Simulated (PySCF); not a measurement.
Spin states and ions at one geometry of Pb2Cl8

PySCF 2.14.0, RKS PBE0, Pb def2-SVP with ECP60, Cl def2-SVP; non-relativistic Hamiltonian with scalar-relativistic core potentials where named; density fitting; no spin-orbit coupling; singlets restricted, open shells unrestricted. The geometry is relaxed for charge 0, singlet, vacuum:

```xyz
10

Pb    0.0000   -0.0196    2.0877
Pb    0.0000   -0.0196   -2.0877
Cl    1.6478   -0.1515    0.0000
Cl   -1.6478   -0.1515    0.0000
Cl    0.0000    2.3670    2.4247
Cl   -1.8500   -1.0980    3.2289
Cl    1.8500   -1.0980    3.2289
Cl    0.0000    2.3670   -2.4247
Cl   -1.8500   -1.0980   -3.2289
Cl    1.8500   -1.0980   -3.2289
```

Energies count from the relaxed state; an electron taken off or put on is at rest in vacuum. Charges and spins are Mulliken's.

**Question.** Order these states by energy, lowest first.
A. charge +1, doublet, vacuum
B. charge 0, triplet, vacuum
C. charge 0, singlet, vacuum
D. charge -1, doublet, vacuum

**Answer.** D (-4.08 eV), C (0.00 eV), B (2.61 eV), A (10.75 eV).

**Question.** How do charge and spin on the first atom follow?

**Answer.** 
```tsv
state	spin squared	charge on Pb1 (e)	spin on Pb1 (e)	dipole about the centre of mass (D)
charge 0, singlet, vacuum	0.00	0.88	0.00	0.03
charge 0, triplet, vacuum	2.01	0.82	0.10	1.39
charge +1, doublet, vacuum	0.76	0.90	-0.04	1.66
charge -1, doublet, vacuum	0.76	0.80	0.15	0.18
```

With an electron taken off (doublet) the charges change, summed by element, by Pb +0.03 e, Cl +0.97 e. The vertical ionisation energy is 10.75 eV, against −ε(HOMO) = 9.28 eV of the relaxed state. The level lies 1.5 eV too high, as is usual for semilocal functionals and global hybrids, which keep a self-interaction error.

With an electron put on (doublet) the charges change, summed by element, by Pb -0.15 e, Cl -0.85 e. The vertical electron affinity is 4.08 eV, against −ε(LUMO) = 5.53 eV of the relaxed state. The basis has no diffuse functions, which an added electron needs.

Open shells may have lower solutions than those found.

A frequency check found unstable modes (1, the lowest at -20 cm⁻¹), so the relaxed geometry is a saddle point, or these are noise.
